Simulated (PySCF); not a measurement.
Compound: CH7BGe.
SMILES with atom numbers: `[BH2:1][GeH2:2][CH3:3]` (hydrogens: H4, H5 on B1; H6, H7 on Ge2; H8, H9, H10 on C3)

Method: PBE0-D3(BJ)/def2-SVP geometry optimisation, gas phase (PySCF 2.14.0).

Problem. Give the optimised bond lengths and angles.

Solution. 
```csv
bond,length (pm),order
B1–Ge2,206.1,single
Ge2–C3,197.0,single
"B1–H4, B1–H5",120.9,single
"Ge2–H6, Ge2–H7",154.5,single
"C3–H8, C3–H9, C3–H10",109.9,single
```

Bonds in one row agree within 1 pm and their mean is given. Orders are formal, as drawn. A selection of angles:
```csv
angle,degrees
Ge2–B1–H4,121.1
H4–B1–H5,117.8
B1–Ge2–C3,108.4
B1–Ge2–H6,112.5
C3–Ge2–H6,108.0
H6–Ge2–H7,107.3
Ge2–C3–H8,110.6
Ge2–C3–H10,109.3
H8–C3–H9,108.8
```

Ge2 (germanium bonded to B, C and 2 H) is tetrahedral (angles from 107.3° to 112.6°). B1 (three-coordinate boron) is planar (angles 121.1°, 121.1° and 117.8°, sum 359.9°, 0.02 Å off the plane of its three neighbours).

Point group: near Cs, missed by 0.08 Å at most; the miss may be what the optimiser left on a soft mode. PBE0-D3(BJ)/def2-SVP frequencies: not computed here. One conformer, not necessarily the lowest (H–B1–Ge2–C3 86° and -91°).
